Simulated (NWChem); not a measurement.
## Lowest excitation of CH2Cl (+1)

```
C
H 1 1.1118
H 1 1.1118 2 121.66
Cl 1 1.6067 2 119.17 3 180.00
```
Charge +1, spin multiplicity 1.

The numbers come from NWChem runs, not from measurements. All single points use one geometry, from PBE/def2-SVP, a minimum by its harmonic frequencies.

Basis set: def2-SVPD.

B3LYP has NWChem's definition, with VWN1-RPA local correlation. The spin multiplicity of the parent species was assumed, not shown to be that of its ground state. The structure started from a generated list of species.

### Question
One of these methods gave a lowest vertical singlet excitation energy of 3.38 eV. Which?
A. TD-PBE
B. CIS
C. TD-B3LYP

### Answer
C, TD-B3LYP. The others give 3.14 (TD-PBE), 4.55 (CIS).
